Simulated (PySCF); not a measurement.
Cd(NH2)(SeH) (CdH3NSe), SMILES [NH2][Cd][SeH]. Geometry: PBE-D3(BJ)/def2-SVP. The structure was generated by enumeration; whether it is a known compound was not checked. The def2 effective core potentials stand for the cores of Cd; spin–orbit coupling is left out. The values are those of a single conformer.

Computed with PBE-D3(BJ)/def2-SVP (PySCF).

Harmonic wavenumbers (cm⁻¹): 99, 101, 166, 230, 509, 564, 598, 766, 1483, 2349, 3393, 3490. Rotational constants (GHz): 120.9, 1.179, 1.175; symmetry number 1.

Q: Work out the zero-point energy and the ideal-gas rigid-rotor harmonic-oscillator thermochemistry at 298.15 K and 1 atm.

A: ZPE = ½ Σ hcν = ½ × 13749 cm⁻¹ = 19.65 kcal/mol. H − E(el) = 24.07 kcal/mol. Entropy in cal/(mol K): translation 41.91, rotation 25.07, vibration 13.12, total 80.09. G − E(el) = 0.19 kcal/mol. Cp = 19.69 cal/(mol K). Modes under 150 cm⁻¹ make the vibrational entropy uncertain.
